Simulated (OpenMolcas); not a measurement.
## Cr5+, Mo5+, W5+: d down the group

```
Program             : OpenMolcas 26.06
Method              : CASSCF
Basis               : ANO-R3
Scalar Hamiltonian  : X2C, finite nucleus
Spin-orbit coupling : RASSI with atomic mean-field integrals over the reference wave functions, term energies averaged over their components
```

Active space for each ion: 1 electron in 5 orbitals (d).

Computed levels in cm-1 above ²D_3/2:

| Level | Cr5+ | Mo5+ | W5+ |
| --- | --- | --- | --- |
| ²D_5/2 | 905 | 2427 | 8738 |
| weight of ²D in the lowest level (%) | 100 | 100 | 100 |

Measured, with the error of the calculation in %. Measured levels: Cr5+ from Sugar and Corliss, J. Phys. Chem. Ref. Data 6, 317 (1977); Mo5+ from Sugar and Musgrove, J. Phys. Chem. Ref. Data 17, 155 (1988); W5+ from the list in J. Phys. B 45, 035002 (2012).

```
 Level        Cr5+         Mo5+          W5+
²D_5/2  940 (-3.8)  2584 (-6.1)  8709 (+0.3)
```

The fine-structure level ²D_5/2 changes by a factor of 9.66 from Cr5+ to W5+.

With one active electron the reference holds no correlation, so core polarisation is missing. Computed and measured levels are paired by configuration, term and J; levels that our copy of the source lacks, or whose pairing is in doubt (as where it misses far off the trend of its configuration), stay unpaired and out of the deviations. Only configurations of the active space appear.
